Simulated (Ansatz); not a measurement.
Molecule: CPt (charge 0, singlet). 
Coordinates optimised at B3LYP-D3(BJ)/def2-TZVP (Ansatz, a first-principles code):
```
Pt
C 1 1.6759
```

Basis-set convergence of Hartree-Fock and MP2 correlation energies (hartree) with Ansatz. Valence correlation only, unless marked. No spin-orbit coupling. Frozen are the shells of the preceding noble gas and the d and f shells that filled before the atom's block. Past Kr the def2 sets carry scalar-relativistic core potentials.

The Hartree-Fock reference is unstable (checked in the largest basis), which strains HF and MP2. The T1 diagnostic of CCSD in the largest basis is 0.042, which is high, so the coupled-cluster rows are less sure than usual.

```
basis       functions       E(HF)  E(corr, MP2)
----------  ---------  ----------  ------------
def2-SVP           46  -156.08873      -0.44980
def2-TZVPP         87  -156.14986      -0.58174
def2-QZVPP        145  -156.15302      -0.61400
```

Extrapolating the two largest sets (X = 3 and 4) as X^-3: E(corr) = (64·(-0.61400) - 27·(-0.58174))/37 = -0.6375 Eh, an estimate of the basis-set limit. The largest set recovers 96.3 % of it, the smallest 70.6 %.
